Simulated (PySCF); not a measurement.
H3InS, SMILES [SH][InH2]. Atoms are numbered in the order given.

```xyz
5

In    -0.0016     0.5838     0.0000
H      1.5435     1.3306     0.0000
H     -1.5694     1.2857     0.0000
S      0.0846    -1.8273     0.0000
H     -1.2495    -1.9878     0.0000
```
Charge 0, spin multiplicity 1.

Geometry optimised at B3LYP-D3(BJ)/def2-TZVP. The def2 effective core potentials stand for the cores of In; spin–orbit coupling is left out.

Computed with PBE/def2-TZVPD run with PySCF.

Mulliken values depend strongly on the basis, most of all with diffuse functions as here. ESP charges are fitted to the potential on shells at 1.4 to 2.0 van der Waals radii. Atomic charges (e):

| atom | ESP fit | Mulliken |
|---|---|---|
| In1 | 0.53 | 0.51 |
| H2 | -0.14 | -0.07 |
| H3 | -0.17 | -0.08 |
| S4 | -0.37 | -0.53 |
| H5 | 0.14 | 0.18 |
